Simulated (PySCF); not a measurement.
**Molecular orbitals of KRb⁺**

r²SCAN at R = 4.803 Å; basis K def2-SVP, Rb def2-SVP with ECP28; scalar-relativistic core potentials; PySCF 2.14. State: ²Σ⁺ (doublet), unpaired electrons σ ↑. Only the outer orbitals are listed, counted within each symmetry, core potentials removing the inner ones.

| spin | orbital | occ. | ε (eV) | on K (%) | main shells (%) |
| --- | --- | --- | --- | --- | --- |
| α | 5σ | 1 | -37.49 | 0 | 100 Rb s |
| α | 2π | 1 | -23.58 | 100 | 100 K p |
| α | 2π | 1 | -23.58 | 100 | 100 K p |
| α | 6σ | 1 | -23.55 | 100 | 100 K p |
| α | 3π | 1 | -20.57 | 0 | 100 Rb p |
| α | 3π | 1 | -20.57 | 0 | 100 Rb p |
| α | 7σ | 1 | -20.53 | 0 | 100 Rb p |
| α | 8σ | 1 | -6.11 | 54 | 40 K s, 36 Rb s, 13 K p |
| α | 9σ | 0 | -4.45 | 44 | 60 Rb s, 47 K s |
| α | 4π | 0 | -3.82 | 48 | 44 K p, 32 Rb p, 20 Rb d |
| α | 4π | 0 | -3.82 | 48 | 44 K p, 32 Rb p, 20 Rb d |
| β | 5σ | 1 | -37.46 | 0 | 100 Rb s |
| β | 2π | 1 | -23.55 | 100 | 100 K p |
| β | 2π | 1 | -23.55 | 100 | 100 K p |
| β | 6σ | 1 | -23.51 | 100 | 100 K p |
| β | 3π | 1 | -20.54 | 0 | 100 Rb p |
| β | 3π | 1 | -20.54 | 0 | 100 Rb p |
| β | 7σ | 1 | -20.50 | 0 | 100 Rb p |
| β | 8σ | 0 | -4.90 | 38 | 49 Rb s, 33 K s, 11 Rb p |
| β | 9σ | 0 | -3.97 | 47 | 53 Rb s, 48 K s |
| β | 4π | 0 | -3.59 | 12 | 76 Rb p, 11 Rb d, 11 K p |

Task: Which are the highest filled and the lowest empty level, where do they sit, and how wide is the gap?

Result: Highest filled α 8σ at -6.11 eV (in %: 40 K s, 36 Rb s, 13 K p); lowest empty β 8σ at -4.90 eV (in %: 49 Rb s, 33 K s, 11 Rb p); the gap at r²SCAN is 1.21 eV.

```json
{
 "bond order (Mayer)": "0.50",
 "⟨S²⟩": "0.750",
 "charge on K (Mulliken, basis-dependent)": "0.46",
 "charge on K (Löwdin, basis-dependent)": "0.54",
 "dipole moment (positive dipole points towards Rb; it is taken about the centre of mass and depends on that origin)": "-3.64 D"
}
```

Spin–orbit coupling is left out. The state is the lowest determinant that a PBE0 search found; another state may lie lower at other levels.
